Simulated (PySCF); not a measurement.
# Core-level binding energies of `CC[C@@H](F)[SiH2]F`

C₃H₈F₂Si.
Geometry (GFN2-xTB, Å), atoms numbered from 1 in this order:
```
atom  x, y, z in Å
C1    -2.0564   -0.1418    0.0328
C2    -0.6829   -0.0837   -0.6267
C3     0.4456   -0.0402    0.3997
F4     0.4486   -1.2374    1.1184
Si5    2.1876    0.2046   -0.3651
F6     2.1146    1.6329   -1.1107
H7    -2.8360   -0.2134   -0.7215
H8    -2.1228   -1.0106    0.6837
H9    -2.2331    0.7509    0.6295
H10   -0.5456   -0.9624   -1.2603
H11   -0.6039    0.8058   -1.2545
H12    0.2243    0.7309    1.1502
H13    3.2061    0.3341    0.6614
H14    2.4532   -0.7702   -1.4088
```

The calculation used PySCF, delta-SCF UKS SCAN, pcX-2 on the ionised atom, pcseg-1 elsewhere, spin-free X2C. Vertical ΔSCF values, vacuum level as zero.

Question: What binding energy does each computed site have?

Answer: 
```
atom(s)       bonded to     level  binding energy (eV)  2p1/2 (eV)  above the level's lowest (eV)  count
    Si5    F, C and 2 H  Si 2p3/2               108.01      108.64                           0.00      1
     C1       C and 3 H      C 1s               290.69           –                           0.00      1
     C2     2 C and 2 H      C 1s               290.98           –                          +0.29      1
     C3  F, C, H and Si      C 1s               292.49           –                          +1.80      1
     F4               C      F 1s               692.24           –                           0.00      1
     F6              Si      F 1s               692.42           –                          +0.18      1
    Si5    F, C and 2 H     Si 1s              1847.85           –                           0.00      1
```

Lowest listed C 1s: C1, bonded to C and 3 H. Highest, 1.80 eV above it: C3, bonded to F, C, H and Si. The widest gap between neighbouring values is 1.51 eV, between 290.98 and 292.49 eV. Summing the Pauling electronegativity differences to the bonded atoms, each weighted by its formal bond order, gives -1.05 for the lowest site and +0.43 for the highest; no listed site has a larger sum than the highest.

The 2 F 1s values lie within 0.18 eV of each other; Gaussian lines of 0.5 eV full width would blend them into one maximum.

Question: Which photon energy gives electrons from C 1s of C2 a kinetic energy of 200 eV, and what is their de Broglie wavelength?

Answer: hν = 290.98 + 200 = 490.98 eV, recoil neglected; λ = 12.264 Å/√(E/eV) = 0.87 Å.

Question: Which effective nuclear charge Zeff reproduces each element's mean 1s value in the hydrogen-like formula E = 13.606 eV × Zeff²?

Answer: C (Z = 6): mean 291.4 eV, Zeff = 4.63, Z − Zeff = 1.37; F (Z = 9): mean 692.3 eV, Zeff = 7.13, Z − Zeff = 1.87; Si (Z = 14): mean 1847.9 eV, Zeff = 11.65, Z − Zeff = 2.35. Means run over the listed sites, weighted by atom count.

2p3/2 and 2p1/2 are the ΔSCF energy of one spin-free 2p hole plus the eigenvalues of a spin–orbit and ligand-field matrix of the shell. 2p1/2 minus 2p3/2 (ligand field included): Si 0.63 eV. The structure is a single GFN2-xTB conformer in the gas phase; no vibrational or solvent corrections.

Hardware: one thread of an Arm Neoverse V1, no GPU (shared host). Cost: 55 s of wall time, 0.61 GiB resident at most.
